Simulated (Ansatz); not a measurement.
# Abstraction of H: C3H2O2 + In(CH3)Cl → C3HO2 + InH(CH3)Cl

Species: C3H2O2 `C#COC=O`, singlet; In(CH3)Cl, doublet; C3HO2 `C#CO[C]=O`, doublet; InH(CH3)Cl, singlet. A radical takes H: the energy is the difference in strength between the C–H bond broken and the In–H bond made.

Shapes, held fixed at every level: PBE0-D4/def2-TZVP. Flexible molecules stand in one conformer, not always the lowest. Programs: Ansatz 0.2.0. Electronic energies: no zero-point or thermal term.

```json
{"level": "MP2/def2-SVP", "kind": "perturbation theory", "ΔE (kJ/mol)": "+151.9", "less CCSD(T)/def2-TZVPP": "+3.4"}
{"level": "HF/def2-SVP", "kind": "Hartree–Fock", "ΔE (kJ/mol)": "+148.2", "less CCSD(T)/def2-TZVPP": "-0.3"}
{"level": "r2SCAN-D4/def2-TZVPP", "kind": "meta-GGA", "ΔE (kJ/mol)": "+152.7", "less CCSD(T)/def2-TZVPP": "+4.2"}
{"level": "B3LYP-D4/def2-TZVPP", "kind": "global hybrid", "ΔE (kJ/mol)": "+161.8", "less CCSD(T)/def2-TZVPP": "+13.3"}
{"level": "BHLYP-D4/def2-TZVPP", "kind": "global hybrid", "ΔE (kJ/mol)": "+157.7", "less CCSD(T)/def2-TZVPP": "+9.2"}
{"level": "wB97M-V/def2-TZVPP", "kind": "range-separated hybrid", "ΔE (kJ/mol)": "+151.3", "less CCSD(T)/def2-TZVPP": "+2.8"}
{"level": "CCSD/def2-SVP", "kind": "coupled cluster or CI", "ΔE (kJ/mol)": "+149.3", "less CCSD(T)/def2-TZVPP": "+0.8"}
{"level": "CCSD(T)/def2-TZVPP", "kind": "coupled cluster or CI", "ΔE (kJ/mol)": "+148.5", "less CCSD(T)/def2-TZVPP": "0.0"}
```

The highest level, CCSD(T)/def2-TZVPP, gives ΔE = +148.5 kJ/mol; the levels span +148.2 to +161.8. The column of differences is taken from that level and isn't an error. No measured value is set beside it here. Spin contamination: In(CH3)Cl (⟨S²⟩ up to 0.78). Open shells run unrestricted. For atoms past krypton def2 sets carry core potentials with scalar relativity. Outer-core shells of In are correlated, in sets that cover them unevenly.
